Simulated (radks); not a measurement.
Question: Species: Br XVII. Configuration: [Ar] 4s1 (not the ground configuration). All-electron calculation, non-relativistic Kohn-Sham, r2SCAN, spin-polarised, spherical densities, point nucleus; open shells are filled with parallel spins first; meta-GGA in the generalised Kohn-Sham scheme. Program: a radial shooting solver on a logarithmic mesh with Libxc functionals. Some entries of the table are withheld. Estimate them.

orbital,occ.,eigenvalue (hartree),<r^2> (bohr^2),r(max) (bohr)
1s up,1,-503.9483,0.002559,0.02886
1s down,1,-503.9354,0.002559,0.02886
2s up,1,-84.08451,0.04338,0.1625
2s down,1,-84.07534,0.04338,0.1625
2p up,3,-77.98187,0.03355,0.1289
2p down,3,-77.97111,0.03355,0.1289
3s up,1,-26.70717,0.2838,0.4614
3s down,1,-26.68476,0.2838,0.4619
3p up,3,(1),0.2759,0.4463
3p down,3,(2),0.2755,0.4467
3d up,0,-21.04908,0.2331,(3)
3d down,0,-21.01449,0.2319,(4)
4s up,1,-12.41645,1.158,0.9986
4s down,0,-11.97077,1.163,0.9945
4p up,0,(5),1.194,1.010
4p down,0,(6),1.212,1.010

Answer: 
(1) 3p up eigenvalue (hartree): -24.54558
(2) 3p down eigenvalue (hartree): -24.51686
(3) 3d up r(max) (bohr): 0.3711
(4) 3d down r(max) (bohr): 0.3709
(5) 4p up eigenvalue (hartree): -11.57426
(6) 4p down eigenvalue (hartree): -11.15122
